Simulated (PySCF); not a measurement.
SMILES F[SiH2][SiH2][SiH2]Cl (H₆ClFSi₃), PBE0/def2-SVP optimised geometry.

```
11

Si    -0.01     1.21     0.00
F     -0.52     2.76     0.00
Si    -0.85     0.12     1.90
Si    -0.47    -2.17     1.58
Cl     1.40    -2.30     0.65
H      1.48     1.21     0.00
H     -0.52     0.56    -1.24
H     -2.32     0.38     2.06
H     -0.14     0.59     3.13
H     -1.48    -2.76     0.66
H     -0.42    -2.96     2.84
```

Density from PBE0/def2-TZVP (PySCF) at that geometry.

Minimum of the electron density along straight lines between bonded atoms, close to the bond critical point (lines longer than 1.1 times the sum of covalent radii, or with two minima, are not listed):

```
bond     length / Å  ρ at the minimum / e bohr⁻³  ∇²ρ there / e bohr⁻⁵  position (fraction from the first atom)
-------  ----------  ---------------------------  --------------------  ---------------------------------------
Si1–F2        1.632                        0.128                   ___                                     0.42
Si1–Si3       2.349                        0.095                 -0.17                                     0.52
Si3–Si4       2.346                        0.093                 -0.17                                     0.45
Si4–Cl5       2.087                        0.093                   ___                                     0.36
Si1–H6        1.490                        0.123                  0.14                                     0.49
Si1–H7        1.492                        0.122                  0.14                                     0.49
Si3–H8        1.497                        0.116                  0.16                                     0.49
Si3–H9        1.496                        0.117                  0.16                                     0.49
Si4–H10       1.492                        0.121                   ___                                     0.49
Si4–H11       1.491                        0.122                  0.14                                     0.49
```

Q: Fill in the missing entries.

A: 
- Si1–F2, ∇²ρ there / e bohr⁻⁵: 0.88
- Si4–Cl5, ∇²ρ there / e bohr⁻⁵: 0.20
- Si4–H10, ∇²ρ there / e bohr⁻⁵: 0.15
